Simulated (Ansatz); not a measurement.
The C2–H3 bond of C2H6Sn (SMILES [CH3][Sn][CH3]) is stretched (multiplicity 1, the rest rigid).
Geometry at rest (charge 0, multiplicity 1):
```xyz
9

Sn     0.11050    -0.05642     0.41151
C      0.48887     1.54482    -1.06853
H     -0.46780     1.93776    -1.42440
H      1.00714     1.11946    -1.93265
H      1.08249     2.36338    -0.66375
C     -1.05455    -1.25598    -1.03810
H     -0.42606    -1.48135    -1.90440
H     -1.90100    -0.66304    -1.39615
H     -1.42568    -2.18814    -0.61431
```

Cores are frozen in the correlated methods. Filled d and f shells under p-block atoms count as core.

Programs: Ansatz (Gaussian basis) for Hartree–Fock, density functionals and correlated methods. Each number belongs to the level named beside it. In def2 rows elements past Kr take small-core potentials, without spin–orbit coupling.

Energies above the point at 1.094 Å (the B3LYP-D3(BJ) bond length), FIC-MRCISD+Q on CASSCF(2,2)/def2-SVP (kcal/mol): 7.07 at 0.984 Å; 2.98 at 1.203 Å; 107.07 at 3.500 Å.

Take the last value as the depth D of a Morse curve D(1 − e^(−a(R − R₀)))², fit a and R₀ to the two near points, and test it at 1.477 and 1.914 Å.


With D = 107.1, both near points (counted from the curve's value at 1.094 Å) are met by a = 1.89 Å⁻¹ and R₀ = 1.106 Å, so k = 2Da² = 767 kcal/(mol Å²). The curve then gives 27.2 and 65.6 kcal/mol; the level itself gives 27.3 and 67.9, so Morse is off by -0.1 and -2.2.

Ansatz is an electronic-structure program.
